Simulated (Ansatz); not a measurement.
Molecule: sum formula Si2N2H7 (charge 0, doublet). It need not be the lowest isomer of its formula. 
Geometry from a B3LYP-D3(BJ)/def2-TZVP (Ansatz, a quantum-chemistry and plane-wave program) optimisation:
```
N
H 1 1.0128
Si 1 1.7319 2 114.92
N 3 1.7151 1 110.50 2 -47.12
H 4 1.0069 3 120.71 1 143.12
H 4 1.0075 5 111.92 3 -155.72
Si 1 1.7336 2 115.26 3 -173.88
H 3 1.4823 4 104.30 5 21.40
H 3 1.4825 8 109.49 4 124.68
H 7 1.4877 1 108.10 2 -159.71
H 7 1.4924 10 110.21 1 -118.87
```
Charge 0, spin multiplicity 2.

Atomisation energy built up term by term with Ansatz (kcal/mol; UHF references for open shells; valence terms freeze the core; atomic spin-orbit terms are left out). Basis-set limits of correlation are two-point, X^-3; Hartree-Fock from the larger set.

| term | basis | kcal/mol |
|---|---|---|
| Hartree-Fock | cc-pV(Q+d)Z | 601.76 |
| CCSD correlation | CBS(cc-pV(T+d)Z,cc-pV(Q+d)Z) | 232.12 |
| (T) | CBS(cc-pV(T+d)Z,cc-pV(Q+d)Z) | 12.07 |
| core correlation | cc-pwCVTZ | 1.11 |
| scalar relativity (X2C) | cc-pVTZ-DK against cc-pVTZ | -1.95 |
| sum: De |  | 845.1 |

(T) makes 1.4 % of the CCSD(T) atomisation energy; under 5 % is typical of single-reference molecules.
